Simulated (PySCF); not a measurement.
# Peak assignment

Numbering as in the mapped SMILES `[CH3:1][n:2]1[n:3][c:4]([C:5]([F:6])([F:7])[F:8])[cH:9][c:10]1[Cl:11]`. Each H is labelled by its parent atom.

- shieldings: GIAO PBE0/pcSseg-1
- coordinates at the GFN2-xTB level
- run in PySCF
- rapidly exchanging positions averaged, one computed conformer, non-relativistic, isolated molecule

Scale: ¹³C (186.93 ppm) and ¹H (31.72 ppm) against TMS (reference shieldings calculated alike).

Task: Assign these signals to the numbered atoms. ¹³C{¹H} NMR (computed): δ 146.9 (C), 136.3 (C), 130.3 (C), 112.4 (CH), 38.6 (CH3).

Result: 
| δ (ppm) | atoms | environment | reason |
| --- | --- | --- | --- |
| 146.9 | C4 | substituted aromatic carbon next to a ring nitrogen | – |
| 136.3 | C10 | aromatic carbon bearing chlorine | – |
| 130.3 | C5 | CF3 carbon | 3 electronegative neighbours deshield it |
| 112.4 | C9 | aromatic CH | – |
| 38.6 | C1 | methyl carbon bonded to N | deshielded by the electronegative neighbour |

Task: Assign these signals to the numbered atoms. ¹H NMR (400 MHz, computed): δ 6.68 (m, 1H), 3.99 (s, 3H).

Result: 
| δ (ppm) | atoms | environment | reason |
| --- | --- | --- | --- |
| 6.68 | H(C9) | hydrogen on an aromatic CH | the ring current deshields protons in the ring plane |
| 3.99 | H(C1) | hydrogen on a methyl carbon bonded to N | its carbon carries N, hence the downfield position |

Carbons that carry Cl, above all several Cl atoms, come out too deshielded, partly because spin–orbit coupling is missing. Splittings by ¹⁹F in the carbon and heteronuclear signals aren't shown, as no couplings were computed. Shifts are as computed. Against solution values, carbons near 30 ppm lie about +3 ppm off and those near 130 ppm about +5 ppm; carbons on Cl a further +6 ppm. Of 1211 compounds with measured shifts, 218 miss one by over three times the rms of a fit or turn the order of signals round; such compounds aren't used in these exercises. Multiplicities follow the n + 1 count of equivalent neighbours, as no J values were calculated; m marks all less simple cases, F and P coupling included.
